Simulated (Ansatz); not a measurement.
Cartesian coordinates (Å):
SMILES: NB(N)O
```xyz
9

N      1.3967    -0.0872    -0.0773
B      0.0113     0.2136    -0.0973
N     -0.9630    -0.7016     0.3977
O     -0.3428     1.4471    -0.6250
H      1.7864    -0.9413     0.2747
H      2.0745     0.5647    -0.4286
H     -0.7273    -1.5981     0.7832
H     -1.9498    -0.5187     0.3965
H     -1.2859     1.6216    -0.6238
```
Charge 0, spin multiplicity 1.

All values below come from frozen-core CCSD(T)/cc-pVTZ // B3LYP-D3(BJ)/def2-TZVP (Ansatz, an electronic-structure program).

```yaml
HF energy: -211.58735 Ha
MP2 correlation energy: -0.76882 Ha
```

### Question
Estimate the CCSD correlation energy, the (T) correction, the total energy and the T1 diagnostic.

### Answer

| Quantity | Value |
|---|---|
| CCSD correlation energy | -0.78966 Ha |
| (T) correction | -0.02895 Ha |
| CCSD(T) total energy | -212.40596 Ha |
| T1 diagnostic | 0.010 |
